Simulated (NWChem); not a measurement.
System: GeHCl2, doublet; SMILES [Cl][GeH][Cl]

NWChem input:

```
start job
memory heap 200 mb stack 900 mb global 1100 mb
geometry units angstroms noautosym nocenter noautoz
  Cl    -0.651762    -0.030267     1.754040
  Ge     0.614108     0.048082     0.000000
  Cl    -0.651762    -0.030267    -1.754040
  H      1.314292     1.439742     0.000000
end
basis spherical
  Cl library def2-svp
  Ge library def2-svp
  H library def2-svp
end
dft
  odft
  mult 2
  xc b3lyp
  iterations 150
end
property
  efieldgrad
end
task dft property
```

In the optimisation the excess spin sits in a' (Cs, its own frame). All runs use the structure optimised with PBE0/def2-SVP, spin-unrestricted. No stability test was run on the SCF state. B3LYP is NWChem's, with the RPA form of VWN correlation.

Vzz is the largest principal value of the second derivative of the potential at the nucleus (NWChem prints the opposite sign); η is the asymmetry. Non-relativistic.

Atoms are numbered as in the input.

### Question
Predict the main results of this run. (B3LYP/def2-SVP, spin-unrestricted.) Quantities: Vzz Cl3 (a.u.); η Cl3; Vzz Ge2 (a.u.); η Ge2.

### Answer
| Quantity | Result |
|---|---|
| Vzz Cl3 (a.u.) | 2.186 |
| η Cl3 | 0.15 |
| Vzz Ge2 (a.u.) | -1.054 |
| η Ge2 | 0.34 |
